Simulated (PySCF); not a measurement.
Mo³²⁺ (molybdenum, charge +32) across methods

[Ne], closed-shell 1S. All numbers are calculated (PySCF 2.14, the spin-free X2C one-electron Hamiltonian (Gaussian nucleus), in an even-tempered Gaussian basis (20 s from 11 bohr⁻², ratio 2.2; 12 p from 15 bohr⁻², ratio 2.2; 6 d from 64 bohr⁻², ratio 2.4; 5 f from 97 bohr⁻², ratio 2.4; 4 g from 150 bohr⁻², ratio 2.4)).

```tsv
method	E (hartree)	mean ε 1s (eV)	mean ε 2s (eV)	mean ε 2p (eV)	Σ⟨r²⟩ (bohr²)	⟨S²⟩
PBE	-3240.51	-21592.8	-4482.6	-4208.0	0.1807	0.000
r2SCAN	-3241.11	-21634.1	-4498.7	-4218.4	0.1805	0.000
PBE0	-3240.64	-21670.2	-4510.1	-4230.3	0.1806	0.000
M06-2X	-3241.20	-21745.2	-4531.0	-4253.9	0.1805	0.000
LDA	-3236.09	-21563.1	-4477.2	-4205.6	0.1809	0.000
BP86	-3241.27	-21597.6	-4483.5	-4208.9	0.1806	0.000
UHF	-3240.57654	-21901.9	-4591.1	-4295.6	0.1804	0.000
```
